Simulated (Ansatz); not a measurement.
AlH2IO, SMILES `[OH][AlH][I]`, relaxed with RKS PBE-D4/def2-SVP in Ansatz from a rough embedded geometry. The force threshold is 0.03 eV/Å; the program also tests the step.

Total charge 0; spin multiplicity 1. I takes the def2 core potential.

Start:

```xyz
5

O     0.880   -1.079    0.469
Al    0.015    0.442    0.014
I    -2.492    0.572    0.491
H     0.831   -1.598   -0.312
H     0.766    1.663   -0.662
```

```
        step  energy (eV)  largest force (eV/Å)  largest move (Å)
           1  -16769.8288                 2.329             0.000
           2  -16769.9596                 0.876             0.073
           3  -16770.0019                 1.252             0.123
4 (rejected)  -16769.9685                 2.810             0.194
           5  -16770.0232                 1.127             0.097
           6  -16770.0820                 1.000             0.097
           7  -16770.1889                 0.397             0.150
           8  -16770.2409                 0.042             0.186
           9  -16770.2414                 0.029             0.021
```

End:

```xyz
5

O     0.963   -0.946   -0.059
Al    0.033    0.490   -0.087
I    -2.405    0.453    0.435
H     0.622   -1.826    0.168
H     0.786    1.830   -0.458
```

Run time 8 s (2 threads of an Intel Xeon Platinum 8375C on a shared host); peak host memory 0.15 GiB.
